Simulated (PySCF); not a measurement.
## NMR data sheet: C$_{2}$H$_{14}$Si$_{4}$

| Item | Value |
| --- | --- |
| Formula | C2H14Si4 |
| SMILES | CC[Si]([SiH3])([SiH3])[SiH3] |
| Point group of the computed structure | Cs |
| Degrees of unsaturation | 0 |
| Carbon signals | 2 |
| Proton signals | 3 |

Mapped SMILES: `[CH3:1][CH2:2][Si:3]([SiH3:4])([SiH3:5])[SiH3:6]`. Hydrogens are named by the atom that carries them.

[PySCF: shieldings: GIAO PBE0/pcSseg-1; geometry: GFN2-xTB; one computed conformer; gas phase; fast rotation and ring inversion assumed for equivalent nuclei; non-relativistic]

δ = σ(ref) − σ, references computed at the same level: ¹H (σ = 31.72 ppm) and ¹³C (σ = 186.93 ppm) and ²⁹Si (σ = 349.16 ppm) against TMS.

```tsv
carbon	δC, type	δH (multiplicity)	HMBC from (2–3 bonds)	span of the C tensor (ppm)
C1	15.6, CH3	1.23 (t)	H(C2)	22
C2	8.9, CH2	0.92 (q)	H(Si4)/H(Si5)/H(Si6), H(C1)	10
```

Other nuclei:
```json
{"atoms": "H(Si4)/H(Si5)/H(Si6)", "nucleus": "¹H", "environment": "hydrogen on a silicon bonded to Si", "δ (ppm)": "3.55", "σ (ppm)": "28.16"}
{"atoms": "Si3", "nucleus": "²⁹Si", "environment": "silicon bonded to C, 3 Si", "δ (ppm)": "-88.3", "σ (ppm)": "437.4"}
{"atoms": "Si4/Si5/Si6", "nucleus": "²⁹Si", "environment": "silicon bonded to Si, 3 H", "δ (ppm)": "-112.8", "σ (ppm)": "462.0"}
```

1. Carbon types of the structure: 1 × CH2, 1 × CH3, leaving 9 H on heteroatoms.
2. δC 15.6: methyl carbon; a saturated carbon with 1 carbon neighbour and no heteroatom attached.
3. δC 8.9: sp3 CH2 bonded to Si; an electropositive neighbour leaves it electron-rich and shielded.
4. δH 3.55: hydrogen on a silicon bonded to Si.
5. δH 1.23: hydrogen on a methyl carbon.
6. δH 0.92: hydrogen on an sp3 CH2 bonded to Si.

Shifts are as computed. Against solution values, carbons near 30 ppm lie about +3 ppm off and those near 130 ppm about +5 ppm. Of 1309 compounds with measured shifts, 239 miss one by over three times the rms of a fit or turn the order of signals round; such compounds aren't used in these exercises. Multiplicities follow the n + 1 count of equivalent neighbours, as no J values were calculated; m marks all less simple cases, F and P coupling included.
